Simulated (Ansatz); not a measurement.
Frontier orbitals of C2H7BS (`BCCS`).

Total charge 0; spin multiplicity 1. The geometry is a stationary point of PBE0-D4/def2-TZVP. It is one conformer, not always the lowest. Basis def2-TZVPP, Ansatz.

Orbital energies of one run (eV). Highest occupied ones, from the top: -7.88, -9.98, -10.67, -11.33, -11.96, -12.54, -13.38, -14.80, -15.65, -19.14, -21.99, -24.90, -167.90, -168.01. Empty: -0.50, 1.20, 2.16, 2.41, 2.81, 2.93.

**Question.** Which functional gave them?
A. r2SCAN
B. BHLYP
C. revPBE
D. PBE0

**Answer.** B. HOMO energies: BHLYP -7.88, revPBE -5.49, r2SCAN -5.79, PBE0 -6.78 eV.
